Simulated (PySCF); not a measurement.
Compound: CH5NO2Si.
Numbering: `[O:1]=[CH:2][NH:3][SiH2:4][OH:5]` (hydrogens: H6 on C2; H7 on N3; H8, H9 on Si4; H10 on O5)

Structure used (PBE0-D3(BJ)/def2-SVP), in Å, numbered top down from 1:
```xyz
10
CH5NO2Si angstrom
O      0.9705    0.9169   -1.6032
C      1.2745    0.4049   -0.5413
N      0.3990   -0.0773    0.3763
Si    -1.3833   -0.0494    0.1942
O     -1.6888    0.6768   -1.2428
H      2.3435    0.2966   -0.2450
H      0.8295   -0.4677    1.2085
H     -1.8653   -1.4590    0.2576
H     -1.9400    0.6918    1.3622
H     -0.8476    0.9189   -1.6874
```

All values: B3LYP/def2-SVPD (PySCF, non-relativistic), on one gas-phase PBE0-D3(BJ)/def2-SVP geometry that isn't relaxed in the solvent. The solvent is an IEF-PCM continuum (van der Waals radii × 1.2), and excitations are vertical TDDFT with non-equilibrium linear response and a frozen core. The model holds no explicit solvent molecules, cavitation or dispersion.

Gas-phase singlets (H = HOMO, L = LUMO):

```
state  E (eV)  λ (nm)      f  leading configuration
   S1   5.597     222  0.001                H→L 99%
   S2   6.757     183  0.079              H-1→L 63%
   S3   6.788     183  0.009            H-1→L+1 84%
   S4   6.948     178  0.001            H-1→L+2 89%
   S5   6.969     178  0.029              H→L+1 75%
```

Problem. How does the list change in dimethylsulfoxide (ε = 46.83)?

Solution. 
| state | E (eV) | λ (nm) | f | leading configuration | change by rank (eV) |
| --- | --- | --- | --- | --- | --- |
| S1 | 5.777 | 215 | 0.001 | H-1→L 98% | +0.180 |
| S2 | 6.832 | 181 | 0.174 | H→L 71% | +0.075 |
| S3 | 6.861 | 181 | 0.045 | H→L+1 80% | +0.073 |
| S4 | 7.085 | 175 | 0.028 | H-1→L+1 91% | +0.137 |
| S5 | 7.172 | 173 | 0.004 | H→L+2 97% | +0.203 |

Problem. How do the frontier levels move from gas to dimethylsulfoxide?

Solution. 
```tsv
orbital	gas (eV)	solvent (eV)	change (eV)
LUMO+2	-0.02	0.39	+0.41
LUMO+1	-0.21	0.08	+0.29
LUMO	-0.60	-0.34	+0.26
HOMO	-7.98	-7.85	+0.13
HOMO-1	-8.06	-7.89	+0.17
HOMO-2	-8.84	-8.83	+0.01
HOMO-3	-10.24	-10.38	-0.14
```

The HOMO–LUMO gap goes from 7.37 to 7.51 eV. Rows go by rank; for HOMO-1, HOMO, LUMO+1 and LUMO+2 the atom shares or the degeneracy differ between the runs, so the row needn't follow one orbital.
